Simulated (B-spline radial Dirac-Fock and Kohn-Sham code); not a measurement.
Kohn-Sham estimates against Dirac-Fock for the levels of La

System: neutral lanthanum, [Xe] 5d1 6s1 6p1 (not the ground configuration).

The density-functional columns are spherical, spin-unpolarised Dirac-Kohn-Sham results without Breit or QED terms: −ε is minus the orbital energy of the initial state and ΔSCF the difference of two total energies. The reference in the last column comes from Dirac-Fock ΔSCF + Breit + QED. All numbers are from a radial atomic solver, in eV; a selection of levels is shown. For the 1s level of heavy atoms much of the gap between ΔSCF and the reference is the Breit and QED part, -147.4 eV here; for other levels the error of the functional can be larger.

```
level   LDA −ε  LDA ΔSCF  Dirac-Fock
    K  38676.3   39071.8     38937.2
   L1   6156.6    6228.5      6286.1
   L2   5809.4    5899.4      5905.8
   L3   5396.9    5479.8      5497.8
   M1   1317.3    1341.4      1382.7
   M2   1170.5    1195.7      1222.6
   M3   1090.2    1114.2      1141.5
   M4    832.0     859.2       864.1
   M5    814.7     841.6       847.3
   N1    266.6     277.1       296.1
   N2    212.6     222.8       235.2
   N3    195.3     205.3       218.0
   N4    106.6     115.9       116.2
   N5    103.6     112.8       113.2
   O2    25.35     30.00       29.44
   O3    22.78     27.27       26.86
 O4,5     4.09      7.36        6.43
   P1     4.44      6.75        5.81
 P2,3     1.93      3.71        3.15
```

Values without a named source are computed, but for edge energies of neutral atoms, which are taken from tables.
